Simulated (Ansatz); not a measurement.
Ansatz (a first-principles code) input:

Ansatz 0.2 input:
```yaml
crystal:
  periodic: [false, false, false]
  atoms:
    - {symbol: Zr, position_ang: [0.02008603, 0.00278907, -0.00841683]}
    - {symbol: H, position_ang: [0.47326178, -0.55954638, 1.70764292]}
    - {symbol: H, position_ang: [-0.64044715, 1.73401202, -0.19011303]}
    - {symbol: H, position_ang: [-0.63625573, -1.28602851, -1.18085669]}
basis:
  gaussian:
    orbitals: def2-TZVP
hamiltonian:
  xc: {name: wB97X-V}
magnetization: {spin_polarized: true, initial_magnetization: 1}
relax: {f_tol: 0.003, max_steps: 100}
```

Problem. Which total energy does the run end on?

Solution. -48.70016 Eh (wB97X-V/def2-TZVP). The basis has 58 functions.

The spin state was set by rule; other spins were not relaxed.
